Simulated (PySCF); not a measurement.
# TDDFT excited states: C2H8O2Ti

Species: TiH2(OMe)2, C2H8O2Ti (singlet state).
SMILES: `[H][Ti]([H])([O]C)[O]C`

Level of theory: TDDFT PBE0/def2-SVPD, vertical, gas phase, core orbitals frozen in the response (PySCF). Isolated species at its PBE0-D3(BJ)/def2-SVP geometry, gas phase.

```
state  E (eV)  λ (nm)  ν̃ (cm⁻¹)       f  |μ| (D)  main configurations (H = HOMO, L = LUMO)
   S1    3.66   339.2      29490  0.0006     0.20                                 H→L (95%)
   S2    4.51   274.8      36390  0.0008     0.22                               H→L+1 (96%)
   S3    4.54   273.3      36590   0.017     1.00                               H-1→L (94%)
   S4    4.96   250.0      39990  0.0000     0.02                             H-1→L+1 (96%)
   S5    5.08   244.0      40980  0.0000     0.02                               H→L+2 (84%)
   S6    5.40   229.5      43580  0.0015     0.27                H→L+4 (79%), H-1→L+3 (11%)
   S7    5.49   225.9      44270  0.0008     0.20                   H-3→L (82%), H-2→L (8%)
   S8    5.51   224.9      44460   0.011     0.72                   H-2→L (84%), H-3→L (8%)
   S9    5.65   219.3      45590   0.026     1.11                             H-1→L+2 (85%)
  S10    5.66   219.1      45640   0.011     0.71   H→L+3 (35%), H-5→L (29%), H-1→L+4 (25%)
  S11    5.71   217.2      46030  0.0001     0.05                               H-4→L (92%)
  S12    5.91   209.6      47700  0.0008     0.19                             H-2→L+1 (94%)
  S13    5.93   209.1      47830  0.0021     0.31   H-5→L (60%), H-1→L+4 (16%), H→L+3 (15%)
  S14    6.21   199.7      50080  0.0001     0.05              H-5→L+1 (79%), H-2→L+3 (15%)
```

Triplets, Tamm–Dancoff:

| state | E (eV) | λ (nm) | main configurations (H = HOMO, L = LUMO) |
| --- | --- | --- | --- |
| T1 | 3.21 | 386.4 | H→L (95%) |
| T2 | 3.82 | 324.4 | H-1→L (98%) |
| T3 | 4.00 | 310.1 | H→L+1 (94%) |
| T4 | 4.30 | 288.5 | H→L+3 (77%) |

The lowest singlet lies at 3.66 eV (339 nm, ultraviolet) and is very weak; its leading configuration is HOMO→LUMO (95%). The most intense listed level is S9/S10 at 5.65 eV (219 nm, f = 0.037 summed), 2.00 eV above S1. S9/S10 lie within about 0.01 eV of each other. For S1 the Löwdin share of titanium is 45% in HOMO and 83% in LUMO; for S9 the Löwdin share of titanium is 38% in HOMO-1 and 69% in LUMO+2. The listed states span 2.55 eV, and the widest gap between neighbours is 0.86 eV (S1 to S2). Orbital energies (eV): HOMO-3 -8.92, HOMO-2 -8.83, HOMO-1 -8.21, HOMO -7.78, LUMO -1.72, LUMO+1 -1.07, LUMO+2 -0.66. Of the 14 states listed, 4 reach f = 0.01 and 4 stay under 0.0005. Orbitals of the list HOMO-3 to LUMO+2 that lie within 0.01 eV of each other are written together with a slash and their weights summed (≥ marks a lower bound); for degenerate orbitals outside that list single weights are arbitrary. Singlets were solved by full linear response, triplets in the Tamm–Dancoff approximation. The highest level found (6.28 eV, f 0.047 so far) is left out, since the window may have cut off a degenerate partner.
